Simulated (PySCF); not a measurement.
# Multinuclear NMR of C5H13NSi

Atom-mapped SMILES (the numbers label the heavy atoms): `[CH3:1][C:2]1([SiH2:3][NH2:4])[CH2:5][CH2:6][CH2:7]1`; H(Xn) means a hydrogen on atom n.

Theory: structure optimised with GFN2-xTB, shieldings: GIAO PBE0/pcSseg-1, in PySCF 2.14 (gas phase, non-relativistic, rapidly exchanging positions averaged, one conformer).

Task: What are the ²⁹Si shifts?

Result: 
```
atoms                  environment  σ (ppm)  δ (ppm)
  Si3  silicon bonded to C, N, 2 H    375.5    -28.7
```

Shieldings were converted by a linear fit to measured shifts: ²⁹Si: δ = 279.94 − 0.822σ (rms 8.9 ppm, 72 shifts, 25.8 ppm with the 6 outliers that the fit left out vs TMS, solution or neat liquid). Occasional misses reach two or three times the rms, and more in compound classes unlike the fitted ones.

On a 400 MHz spectrometer ²⁹Si resonates near 79.5 MHz, so 1 ppm is 79.5 Hz.

Task: Where does ¹⁵N resonate?

Result: 
```
atoms                 environment  σ (ppm)  δ (ppm)
   N4  nitrogen bonded to Si, 2 H    264.3   -391.6
```

Shieldings were converted by a linear fit to measured shifts: ¹⁵N (scatter 6.3 ppm rms vs CH3NO2, solution or neat liquid). Occasional misses reach two or three times the rms, and more in compound classes unlike the fitted ones.

On a 300 MHz spectrometer ¹⁵N resonates near 30.4 MHz, so 1 ppm is 30.4 Hz.
